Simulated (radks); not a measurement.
Results of a calculation; reference values are marked as such.
Species: the thallium ion Tl+. Configuration: [Xe] 4f14 5d8 6s2 5f2 (not the ground configuration).

Level of theory: Dirac Kohn-Sham, PBEsol, spin-unpolarised, spherical densities, finite nucleus; open shells fill j = l - 1/2 first; Fermi nuclear charge, rms radius 5.4759 fm (a radial shooting solver on a logarithmic mesh with Libxc functionals).

Energy parts (hartree):
| part | energy |
|---|---|
| total | -20275.7382 |
| kinetic | 23472.5214 |
| electron-nucleus | -51145.3340 |
| Hartree | 7772.2397 |
| exchange-correlation | -375.1652 |

Orbitals (lengths in bohr, moments of r in powers of bohr; <r^-3> diverges for s and p1/2):
orbital	occ.	eigenvalue (hartree)	<r^-3>
1s1/2	2	-3139.531	-
2s1/2	2	-559.4201	-
2p1/2	2	-537.2860	-
2p3/2	4	-461.4251	22390
3s1/2	2	-134.2824	-
3p1/2	2	-124.2468	-
3p3/2	4	-107.3831	5258
3d3/2	4	-90.73034	921.7
3d5/2	6	-87.12715	756.5
4s1/2	2	-30.73949	-
4p1/2	2	-26.40774	-
4p3/2	4	-22.30366	1284
4d3/2	4	-15.21152	203.5
4d5/2	6	-14.44554	163.1
5s1/2	2	-5.78427	-
4f5/2	6	-5.28541	35.28
4f7/2	8	-5.11612	33.46
5p1/2	2	-4.31736	-
5p3/2	4	-3.55576	235.3
5d3/2	4	-1.51538	25.01
5d5/2	4	-1.42347	19.62
6s1/2	2	-1.01707	-
5f5/2	2	-0.11428	0.08119
5f7/2	0	-0.11397	0.07685

The highest occupied level is 5f5/2 at -3.110 eV. The density falls to 0.001 e/bohr^3 at r = 5.17 bohr.
